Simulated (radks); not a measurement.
The numbers below are computed, except where a source is named.
The mean radii <r> (bohr) of the occupied orbitals of an atom or ion are listed with their occupations. Level of theory: Dirac Kohn-Sham, PBE, spin-unpolarised, spherical densities, point nucleus (a radial shooting solver on a logarithmic mesh with Libxc functionals).

| orbital | occ. | <r> |
|---|---|---|
| 1s1/2 | 2 | 0.02150 |
| 2s1/2 | 2 | 0.09095 |
| 2p1/2 | 2 | 0.07589 |
| 2p3/2 | 4 | 0.08284 |
| 3s1/2 | 2 | 0.2389 |
| 3p1/2 | 2 | 0.2286 |
| 3p3/2 | 4 | 0.2418 |
| 3d3/2 | 4 | 0.2141 |
| 3d5/2 | 6 | 0.2182 |
| 4s1/2 | 2 | 0.5409 |
| 4p1/2 | 2 | 0.5521 |
| 4p3/2 | 4 | 0.5820 |
| 4d3/2 | 4 | 0.6157 |
| 4d5/2 | 6 | 0.6263 |
| 5s1/2 | 2 | 1.299 |
| 5p1/2 | 2 | 1.444 |
| 5p3/2 | 4 | 1.531 |
| 4f5/2 | 6 | 0.8235 |
| 4f7/2 | 2 | 0.8349 |

Name the element and its charge. Open shells, if any, fill j = l - 1/2 first.

Answer. Z = 65, terbium, charge +3: Tb3+ in [Xe] 4f8. The 1s radius gives Z: for a bare nucleus <r> = (2 gamma + 1)/(2Z) with gamma = sqrt(1 - (Z/c)^2), 0.02124 bohr for Z = 65, and screening makes it slightly larger (0.02150 here). The occupations add up to 62, and the charge is Z minus that.
